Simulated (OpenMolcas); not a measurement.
## 4s2 4p along the 31-electron sequence

* Program: OpenMolcas
* Method: CASSCF
* Basis: ANO-R3
* Scalar Hamiltonian: X2C, finite nucleus
* Spin-orbit coupling: state interaction with AMFI integrals over the reference wave functions, term energies averaged over their components

Active space for each ion: 3 electrons in 4 orbitals (4s 4p).

Computed levels in cm-1 above 2P* 1/2:

```
                                Level  As2+  Se3+  Br4+  Kr5+
                              2P* 3/2  2612  3864  5395  7226
weight of 2P* in the lowest level (%)   100   100   100   100
```

Measured, with the error of the calculation in %. Measured levels: As2+, Se3+, Br4+ from Moore, Atomic Energy Levels, vol. II, NSRDS-NBS 35 (1971 reprint of NBS Circular 467, 1952); Kr5+ from Saloman, J. Phys. Chem. Ref. Data 36, 215 (2007).

```csv
Level,As2+,Se3+,Br4+,Kr5+
2P* 3/2,2940 (-11.1),4376 (-11.7),6090 (-11.4),8110 (-10.9)
```

The fine-structure level 2P* 3/2 changes by a factor of 2.77 from As2+ to Kr5+. Its fourth root runs 7.15, 7.88, 8.57, 9.22, with steps per unit of Z of 0.74, 0.69, 0.65; equal steps would mean a (Z - σ)^4 law with constant σ.

Measured partners are found by configuration, term and J. A level has none where our copy of the source lacks it or the pairing is in doubt (some pairs that miss far off the trend of their configuration count as doubtful), and it then counts in no deviation. Only configurations of the active space appear.

* marks odd parity.
